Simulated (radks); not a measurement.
Valence configurations of Cl III (all share [Ne]). All-electron calculation, scalar-relativistic Kohn-Sham, PBE, spin-polarised, spherical densities, point nucleus; open shells are filled with parallel spins first. Program: a radial shooting solver on a logarithmic mesh with Libxc functionals. Energies are relative to 3s2 3p3; eigenvalues in eV for spin up.

valence      E (eV)  moment (Bohr magnetons)    e(3p)    e(3s)
3s2 3p3       0.000                        3  -33.089  -46.405
3s1.5 3p3.5   6.565                        3  -33.392  -46.757
3s1 3p4      13.131                        3  -33.694  -47.108
3s0.5 3p4.5  21.471                        2  -33.559  -46.960
3p5          29.127                        1  -33.318        -

NIST lists [Ne] 3s2 3p3 as the ground configuration; this level of theory agrees among the configurations tried. The energies are those of spherical high-spin densities, not of single terms.
